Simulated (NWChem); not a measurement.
Everything below was run with NWChem. System: As, charge 0, spin multiplicity 4. Its SCF solution wasn't tested for a lower state. Level: UHF/def2-TZVP.

Job file:

```
start mol
memory heap 200 mb stack 900 mb global 1100 mb
geometry units angstroms nocenter noautoz
  As     0.000000     0.000000     0.000000
  symmetry group D2h
end
basis spherical
  * library def2-tzvp
end
scf
  uhf
  nopen 3
  maxiter 100
  thresh 1e-7
  semidirect memsize 60000000 filesize 0
  # guess.movecs holds the orbitals of an unrestricted PBE0 run
  vectors input guess.movecs output mol.movecs
end
task scf energy
```

Output (cleaned and shortened):

```
             Northwest Computational Chemistry Package (NWChem) 7.3.0
             --------------------------------------------------------

                                NWChem Input Module
                                -------------------

 Scaling coordinates for geometry "geometry" by  1.889725989
 (inverse scale =  0.529177249)

                             Geometry "geometry" -> ""
                             -------------------------

 Output coordinates in angstroms (scale by  1.889725989 to convert to a.u.)

  No.       Tag          Charge          X              Y              Z
 ---- ---------------- ---------- -------------- -------------- --------------
    1 As                  33.0000     0.00000000     0.00000000     0.00000000

 Effective nuclear repulsion energy (a.u.)       0.0000000000

            Nuclear Dipole moment (a.u.)
            ----------------------------
        X                 Y               Z
 ---------------- ---------------- ----------------
     0.0000000000     0.0000000000     0.0000000000

      Symmetry information
      --------------------

 Group name             D2h
 Group number             26
 Group order               8
 No. of unique centers     1

      Symmetry unique atoms

     1


 Summary of "ao basis" -> "" (spherical)
 ------------------------------------------------------------------------------
       Tag                 Description            Shells   Functions and Types
 ---------------- ------------------------------  ------  ---------------------
 *                         def2-tzvp                  on all atoms

 Summary of "ao basis" -> "ao basis" (spherical)
 ------------------------------------------------------------------------------
       Tag                 Description            Shells   Functions and Types
 ---------------- ------------------------------  ------  ---------------------
 As                        def2-tzvp                16       48   6s5p4d1f

                                 NWChem SCF Module
                                 -----------------

  ao basis        = "ao basis"
  functions       =    48
  atoms           =     1
  alpha electrons =    18
  beta  electrons =    15
  charge          =   0.00
  wavefunction    = UHF
  use symmetry    = T
  symmetry adapt  = T

 Summary of "ao basis" -> "ao basis" (spherical)
 ------------------------------------------------------------------------------
       Tag                 Description            Shells   Functions and Types
 ---------------- ------------------------------  ------  ---------------------
 As                        def2-tzvp                16       48   6s5p4d1f

      Symmetry analysis of basis
      --------------------------

        ag         14
        au          1
        b1g         4
        b1u         7
        b2g         4
        b2u         7
        b3g         4
        b3u         7

 Forming initial guess at       0.1s

   Symmetry analysis of molecular orbitals - initial alpha
   -------------------------------------------------------

  Numbering of irreducible representations:

     1 ag          2 au          3 b1g         4 b1u         5 b2g
     6 b2u         7 b3g         8 b3u

  Orbital symmetries:

     1 ag          2 ag          3 b1u         4 b3u         5 b2u
     6 ag          7 b1u         8 b2u         9 b3u        10 ag
    11 ag         12 b1g        13 b2g        14 b3g        15 ag
    16 b3u        17 b2u        18 b1u        19 ag         20 b3g
[...]
  ----- ------------  ---------------      ----- ------------  ---------------
    18      0.567547  1 As pz                21      0.513442  1 As pz
    12     -0.296550  1 As pz

 Vector   19  Occ=0.000000D+00  E= 3.259179D-01  Symmetry=ag
              MO Center=  3.0D-21, -3.0D-21,  1.6D-22, r^2= 3.1D+00
   Bfn.  Coefficient  Atom+Function         Bfn.  Coefficient  Atom+Function
  ----- ------------  ---------------      ----- ------------  ---------------
    41      1.077336  1 As d  2              36     -0.192159  1 As d  2
    26     -0.152230  1 As d  2

 Vector   20  Occ=0.000000D+00  E= 3.259179D-01  Symmetry=b3g
              MO Center=  9.0D-29, -3.2D-23,  1.3D-26, r^2= 3.1D+00
   Bfn.  Coefficient  Atom+Function         Bfn.  Coefficient  Atom+Function
  ----- ------------  ---------------      ----- ------------  ---------------
    38      1.077382  1 As d -1              33     -0.192167  1 As d -1
    23     -0.152236  1 As d -1

 Vector   21  Occ=0.000000D+00  E= 3.259179D-01  Symmetry=ag
              MO Center= -8.7D-19, -8.8D-19, -1.4D-19, r^2= 3.1D+00
   Bfn.  Coefficient  Atom+Function         Bfn.  Coefficient  Atom+Function
  ----- ------------  ---------------      ----- ------------  ---------------
    39      1.077336  1 As d  0              34     -0.192159  1 As d  0
    24     -0.152230  1 As d  0

                     UHF Final Beta Molecular Orbital Analysis
                     -----------------------------------------

 Vector   13  Occ=1.000000D+00  E=-2.105936D+00  Symmetry=ag
              MO Center=  3.5D-21, -3.3D-21, -5.6D-23, r^2= 1.5D-01
   Bfn.  Coefficient  Atom+Function         Bfn.  Coefficient  Atom+Function
  ----- ------------  ---------------      ----- ------------  ---------------
    26      0.910316  1 As d  2              31      0.189667  1 As d  2

 Vector   14  Occ=1.000000D+00  E=-2.105936D+00  Symmetry=ag
              MO Center=  3.5D-20,  4.8D-20, -1.8D-19, r^2= 1.5D-01
   Bfn.  Coefficient  Atom+Function         Bfn.  Coefficient  Atom+Function
  ----- ------------  ---------------      ----- ------------  ---------------
    24      0.910316  1 As d  0              29      0.189667  1 As d  0

 Vector   15  Occ=1.000000D+00  E=-5.551246D-01  Symmetry=ag
              MO Center= -2.0D-32,  5.4D-24,  7.2D-33, r^2= 1.3D+00
   Bfn.  Coefficient  Atom+Function         Bfn.  Coefficient  Atom+Function
  ----- ------------  ---------------      ----- ------------  ---------------
     5      0.662170  1 As s                  6      0.550159  1 As s
     4     -0.362105  1 As s                  3     -0.258646  1 As s

 Vector   16  Occ=0.000000D+00  E= 5.111482D-02  Symmetry=b1u
              MO Center= -5.0D-24, -4.8D-24, -7.5D-20, r^2= 2.7D+00
   Bfn.  Coefficient  Atom+Function         Bfn.  Coefficient  Atom+Function
  ----- ------------  ---------------      ----- ------------  ---------------
    21      0.769526  1 As pz                18      0.271950  1 As pz
    12     -0.241490  1 As pz

 Vector   17  Occ=0.000000D+00  E= 5.111482D-02  Symmetry=b2u
              MO Center=  5.0D-32,  2.5D-19,  2.4D-31, r^2= 2.7D+00
   Bfn.  Coefficient  Atom+Function         Bfn.  Coefficient  Atom+Function
  ----- ------------  ---------------      ----- ------------  ---------------
    20      0.769526  1 As py                17      0.271950  1 As py
    11     -0.241490  1 As py

 Vector   18  Occ=0.000000D+00  E= 5.111482D-02  Symmetry=b3u
              MO Center=  2.2D-19, -3.0D-29,  8.2D-29, r^2= 2.7D+00
   Bfn.  Coefficient  Atom+Function         Bfn.  Coefficient  Atom+Function
  ----- ------------  ---------------      ----- ------------  ---------------
    19      0.769526  1 As px                16      0.271950  1 As px
    10     -0.241490  1 As px

 center of mass
 --------------
 x =   0.00000000 y =   0.00000000 z =   0.00000000

 moments of inertia (a.u.)
 ------------------
           0.000000000000           0.000000000000           0.000000000000
           0.000000000000           0.000000000000           0.000000000000
           0.000000000000           0.000000000000           0.000000000000

  Mulliken analysis of the total density
  --------------------------------------

    Atom       Charge   Shell Charges
 -----------   ------   -------------------------------------------------------
    1 As  33    33.00   2.00  2.00  1.17  0.78  1.04  1.01  5.99  5.76  0.35  1.51  1.38  8.94  1.06 -0.02  0.02  0.00

  Mulliken analysis of the alpha density
  --------------------------------------

    Atom       Charge   Shell Charges
 -----------   ------   -------------------------------------------------------
    1 As  33    18.00   1.00  1.00  0.59  0.39  0.51  0.51  3.00  2.90  0.21  1.51  1.38  4.46  0.54 -0.00  0.01  0.00

   Mulliken analysis of the beta density
   -------------------------------------

    Atom       Charge   Shell Charges
 -----------   ------   -------------------------------------------------------
    1 As  33    15.00   1.00  1.00  0.59  0.39  0.52  0.50  3.00  2.86  0.14 -0.00  0.00  4.49  0.52 -0.02  0.01  0.00

   Mulliken analysis of the spin density
   -------------------------------------

    Atom       Charge   Shell Charges
 -----------   ------   -------------------------------------------------------
    1 As  33     3.00  -0.00 -0.00 -0.00 -0.00 -0.01  0.01  0.00  0.03  0.07  1.51  1.38 -0.03  0.01  0.02  0.00  0.00

       Multipole analysis of the density wrt the origin
       ------------------------------------------------

     L   x y z        total         alpha         beta         nuclear
     -   - - -        -----         -----         ----         -------
     0   0 0 0     -0.000000    -18.000000    -15.000000     33.000000

     1   1 0 0     -0.000000     -0.000000     -0.000000      0.000000
     1   0 1 0      0.000000      0.000000     -0.000000      0.000000
     1   0 0 1      0.000000     -0.000000      0.000000      0.000000

     2   2 0 0    -13.596952    -10.465697     -3.131255      0.000000
     2   1 1 0      0.000000      0.000000      0.000000      0.000000
     2   1 0 1      0.000000      0.000000      0.000000      0.000000
     2   0 2 0    -13.596952    -10.465697     -3.131255      0.000000
     2   0 1 1      0.000000      0.000000      0.000000      0.000000
     2   0 0 2    -13.596952    -10.465697     -3.131255      0.000000

 Task  times  cpu:        0.8s     wall:        0.8s

 Total times  cpu:        0.8s     wall:        0.8s
```
